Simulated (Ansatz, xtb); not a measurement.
# A geometry optimisation of CH2OSn with r2SCAN-D4/def2-SVP

The starting geometry of this gas-phase triplet was built from a drawn formula by distance geometry and a force field; its bonds are those of `[C]1[O][SnH2]1`.

```xyz
5

C     1.2947    1.2929    0.5825
O     0.1728    0.7076   -0.0144
Sn    1.0768   -0.7382    1.2271
H    -0.0797   -1.1208    2.4372
H     1.7450   -1.9536    0.1177
```

Predict what it relaxes into with r2SCAN-D4/def2-SVP.

A bond breaks, giving a structure given below by its coordinates. Distances that change by over a tenth: C1–O2 (1.40 → 1.15 Å). Contacts that open: O2–Sn3 (2.11 → 3.27 Å).

The energy falls by 2.60 eV over 23 steps:

| step | E − E(last) (eV) |
| --- | --- |
| 1 | 2.595 |
| 3 | 2.032 |
| 6 | 0.385 |
| 8 | 0.109 |
| 11 | 0.082 |
| 13 | 0.057 |
| 16 | 0.019 |
| 18 | 0.003 |
| 21 | 0.000 |
| 23 | 0.000 |

Final geometry (Å):

```yaml
atoms:
  - { symbol: C, position_ang: [0.9083, 0.9241, -0.0755] }
  - { symbol: O, position_ang: [0.3181, 1.9164, -0.0943] }
  - { symbol: Sn, position_ang: [0.9217, -0.9685, 1.3190] }
  - { symbol: H, position_ang: [0.1006, -1.6333, 2.7147] }
  - { symbol: H, position_ang: [1.9610, -2.0508, 0.4862] }
```

From the same start GFN2-xTB reaches the same bonding as this run.

The end wasn't checked by frequencies. Open shells are spin-unrestricted. The triplet needn't be the ground state. Atoms past krypton carry core potentials, without spin–orbit terms. Run with Ansatz 0.2.0, 2.5 min on 1 thread of Arm Neoverse V1 (shared host).
